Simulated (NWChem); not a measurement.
SiH₃F; SMILES F[SiH3]

```xyz
5

Si     0.0000     0.0000    -0.4590
F      0.0000     0.0000     1.1655
H      0.9981     0.9981    -0.9329
H      0.3653    -1.3634    -0.9329
H     -1.3634     0.3653    -0.9329
```
Atoms are numbered in this order, from 1.

All runs: NWChem. Geometry optimised at PBE0/def2-SVP; all other runs use it. 

| quantity | level | value |
|---|---|---|
| vertical, lowest excitation, singlet (eV) | PBE0/def2-SVPD, TDA | (withheld) |
| isotropic polarisability (bohr³), static | PBE0/def2-SVPD | 28.7 |
| dipole in solution (D) in n-hexane | PBE0/def2-SVP, SMD | 1.53 |
| −ε(HOMO) (eV) | PBE/def2-SVP | (withheld) |
| dipole (D) | PBE0/def2-SVP | (withheld) |
| highest harmonic frequency (cm⁻¹) | PBE0/def2-SVP | 2270 |

Q: Fill in the missing entries.

A: 
- vertical, lowest excitation, singlet (eV), value: 8.01
- −ε(HOMO) (eV), value: 8.15
- dipole (D), value: 1.42
